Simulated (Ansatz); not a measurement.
Species: C₄H₈OSi, net charge 0, singlet state. SMILES: C=C(C)C(=O)[SiH3]
Coordinates optimised at B3LYP-D3(BJ)/def2-TZVP (Ansatz, a first-principles code):
```
C
C 1 1.3328
H 2 1.0821 1 120.16
H 2 1.0827 3 118.13 1 179.98
C 1 1.5017 2 123.55 3 179.98
H 5 1.0891 1 111.00 2 -0.07
H 5 1.0931 6 107.93 1 -122.34
H 5 1.0932 6 107.91 7 -115.32
C 1 1.5044 2 118.45 3 0.10
O 9 1.2168 1 121.93 2 -1.17
Si 9 1.9412 10 117.14 1 -179.91
H 11 1.4750 9 107.18 10 0.16
H 11 1.4830 12 110.43 9 120.25
H 11 1.4831 12 110.43 13 119.54
```
Charge 0, spin multiplicity 1.

Atomisation energy built up term by term with Ansatz (kcal/mol; UHF references for open shells; valence terms freeze the core; atomic spin-orbit terms are left out). CBS(X,Y): correlation extrapolated as X^-3; Hartree-Fock from the larger set.

The Hartree-Fock reference is unstable (checked in the largest basis), which strains HF and MP2. 

```
term                                            basis  kcal/mol
-----------------------  ----------------------------  --------
Hartree-Fock                              cc-pV(Q+d)Z         …
CCSD correlation         CBS(cc-pV(T+d)Z,cc-pV(Q+d)Z)         …
(T)                      CBS(cc-pV(T+d)Z,cc-pV(Q+d)Z)     23.85
core correlation                            cc-pwCVTZ      4.63
scalar relativity (X2C)    cc-pVTZ-DK against cc-pVTZ     -1.49
sum: De                                                       …
```

Complete the blanks.


- Hartree-Fock, kcal/mol: 974.20
- CCSD correlation, kcal/mol: 327.09
- sum: De, kcal/mol: 1328.3
